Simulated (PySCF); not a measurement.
H4ClF2NSi2, SMILES F[SiH](F)N[SiH2]Cl, PBE0/def2-SVP optimised geometry.

```
10

Si    -1.40    -1.83    -1.52
F     -0.98    -3.25    -2.16
F     -2.48    -1.23    -2.56
N     -0.03    -0.81    -1.39
Si     0.55     0.05     0.00
Cl    -0.05     2.03     0.00
H     -2.03    -2.03    -0.20
H      0.46    -0.62    -2.26
H      2.03     0.05     0.00
H     -0.03    -0.60     1.20
```

Density from PBE0/def2-TZVP in PySCF at that geometry.

Minimum of the electron density along straight lines between bonded atoms, close to the bond critical point (lines longer than 1.1 times the sum of covalent radii, or with two minima, are not listed):

```csv
bond,length / Å,ρ at the minimum / e bohr⁻³,∇²ρ there / e bohr⁻⁵,position (fraction from the first atom)
Si1–F2,1.612,0.136,0.93,0.42
Si1–F3,1.612,0.136,0.94,0.42
Si1–N4,1.712,0.137,0.58,0.40
N4–Si5,1.735,0.128,0.54,0.60
Si5–Cl6,2.071,0.096,0.21,0.36
Si1–H7,1.473,0.131,0.13,0.49
N4–H8,1.019,0.324,-1.56,0.74
Si5–H9,1.485,0.125,0.14,0.49
Si5–H10,1.485,0.125,0.14,0.49
```
